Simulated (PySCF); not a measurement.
# Potential energy of TeBr along the bond

Set-up: basis Te x2c-TZVPPall, Br x2c-TZVPPall; spin-free X2C with a Gaussian nucleus; PySCF 2.14. Energies in eV from Te + Br in their ground configurations at the same level. State: ²Π (doublet), unpaired electrons π ↑.

All columns are PBEsol. A positive dipole means Te(−)Br(+).

| R (Å) | E (eV) | μ (D) | Mulliken charge on Te (basis-dependent) | HOMO (eV) | LUMO (eV) | Mayer bond order | ⟨S²⟩ |
| --- | --- | --- | --- | --- | --- | --- | --- |
| 2.123 | -1.734 | 0.27 | 0.11 | -4.67 | -4.63 | 1.41 | 0.75 |
| 2.222 | -2.455 | -0.03 | 0.12 | -4.85 | -4.80 | 1.37 | 0.75 |
| 2.321 | -2.836 | -0.33 | 0.14 | -5.00 | -4.96 | 1.33 | 0.75 |
| 2.395 | -2.964 | -0.56 | 0.15 | -5.12 | -5.06 | 1.31 | 0.75 |
| 2.469 | -2.996 | -0.78 | 0.15 | -5.22 | -5.17 | 1.28 | 0.75 |
| 2.543 | -2.957 | -1.00 | 0.16 | -5.32 | -5.26 | 1.26 | 0.75 |
| 2.642 | -2.827 | -1.28 | 0.16 | -5.44 | -5.38 | 1.23 | 0.75 |
| 2.765 | -2.585 | -1.61 | 0.17 | -5.58 | -5.51 | 1.20 | 0.75 |
| 2.913 | -2.239 | -1.98 | 0.17 | -5.72 | -5.64 | 1.16 | 0.75 |
| 3.111 | -1.756 | -2.43 | 0.18 | -5.88 | -5.79 | 1.11 | 0.76 |

A fit through these points gives, at Re = 2.461 Å, μ = -0.76 D and dμ/dR = -2.97 D/Å; the reduced mass is 49.09 u.

**Question.** How strong is the fundamental in the double-harmonic approximation, I = 42.26·(dμ/dR)²/μred km/mol?

**Answer.** I = 42.26·(-2.97)²/49.09 = 7.59 km/mol at PBEsol.

Spin–orbit coupling is left out, which matters for elements this heavy, above all for dissociation energies. The state was picked by a PBE0 search and need not be the measured ground state.
